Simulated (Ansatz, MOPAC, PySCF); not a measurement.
Isomers of CH4FGaO: 1 is [OH][Ga]([CH3])[F], 2 is [F][GaH][O]C; one conformer of each (the lowest of an xTB search), B3LYP-D3(BJ)/def2-TZVP minima.
Isomer 1 (charge 0, multiplicity 1):
```xyz
8

C     -1.323    -0.213    -0.078
Ga     0.554     0.292     0.058
O      1.959    -0.808    -0.026
F      1.050     1.981     0.291
H     -1.847     0.082     0.831
H     -1.416    -1.288    -0.220
H     -1.780     0.306    -0.921
H      2.803    -0.352     0.065
```
Isomer 2 (charge 0, multiplicity 1):
```json
[
 {"atom": "C", "x (Å)": "-1.2334", "y (Å)": "-0.1937", "z (Å)": "0.1095"},
 {"atom": "O", "x (Å)": "0.0035", "y (Å)": "-0.8010", "z (Å)": "-0.2434"},
 {"atom": "Ga", "x (Å)": "1.5695", "y (Å)": "0.0280", "z (Å)": "-0.2057"},
 {"atom": "F", "x (Å)": "1.4577", "y (Å)": "1.7121", "z (Å)": "0.3220"},
 {"atom": "H", "x (Å)": "-1.1187", "y (Å)": "0.8472", "z (Å)": "0.4225"},
 {"atom": "H", "x (Å)": "-1.6881", "y (Å)": "-0.7569", "z (Å)": "0.9284"},
 {"atom": "H", "x (Å)": "-1.9081", "y (Å)": "-0.2276", "z (Å)": "-0.7498"},
 {"atom": "H", "x (Å)": "2.9176", "y (Å)": "-0.6081", "z (Å)": "-0.5834"}
]
```

No zero-point or thermal terms.

Frozen-core correlation. Filled d and f shells under p-block atoms count as core. Rows in 6-31G* carry no dispersion term and start afresh at each structure (6-31G* with six Cartesian d functions); the Pople sets are all-electron and without relativity. MP2/6-31G* freezes PySCF's default core, which leaves 3d correlated. The state that PM6 reach isn't checked.

Run with Ansatz (a program for electronic structure) with Gaussian orbitals; MOPAC for PM6 (differences of heats of formation); PySCF for 6-31G* rows, the dispersion terms. 

```csv
level,electronic energy of isomer 2 less that of isomer 1 (eV)
PM6,0.302
BLYP-D3(BJ)/def2-TZVPP,0.987
B3LYP/6-31G*,…
PBE0-D3(BJ)/def2-TZVPP,1.059
PBE0-D4/def2-TZVPP,1.056
M06-2X/6-31G*,…
CAM-B3LYP-D4/def2-TZVPP,0.987
MP2/6-31G*,0.910
CCSD/cc-pVDZ,0.922
```

**Question.** What belongs in the gaps?

**Answer.** 
- B3LYP/6-31G*, electronic energy of isomer 2 less that of isomer 1 (eV): 0.777
- M06-2X/6-31G*, electronic energy of isomer 2 less that of isomer 1 (eV): 0.844
